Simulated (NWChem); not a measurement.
System: GeN$_{2}$H$_{5}$Cl; SMILES [NH2][GeH]([NH2])[Cl]

NWChem input:

```
start job
memory heap 200 mb stack 900 mb global 1100 mb
geometry units angstroms noautosym nocenter noautoz
  Ge    -0.010239    -0.361119     0.320212
  N     -1.444305    -1.327706    -0.275270
  N      1.450963    -1.123732    -0.495839
  Cl     0.078883     1.730462    -0.364170
  H     -0.101576    -0.298191     1.867952
  H     -1.489903    -1.389557    -1.298938
  H     -2.353624    -1.014725     0.081791
  H      2.267276    -0.501804    -0.492163
  H      1.722620    -2.024721    -0.084732
end
basis spherical
  * library def2-svp
end
dft
  xc hfexch
  iterations 150
end
property
  efieldgrad
end
task dft property
```

The geometry was optimised at PBE-D3(BJ)/def2-SVP.

Vzz is the largest principal value of the second derivative of the potential at the nucleus (NWChem prints the opposite sign); η is the asymmetry. Non-relativistic.

Atoms are numbered as in the input.

What results follow from this input? (Hartree-Fock/def2-SVP.) Quantities: Vzz Ge1 (a.u.); η Ge1; Vzz N2 (a.u.); η N2; Vzz N3 (a.u.); η N3; Vzz Cl4 (a.u.); η Cl4.


```
Quantity         Value
--------------  ------
Vzz Ge1 (a.u.)   1.302
η Ge1             0.45
Vzz N2 (a.u.)   -0.889
η N2              0.25
Vzz N3 (a.u.)   -0.917
η N3              0.21
Vzz Cl4 (a.u.)   2.060
η Cl4             0.05
```
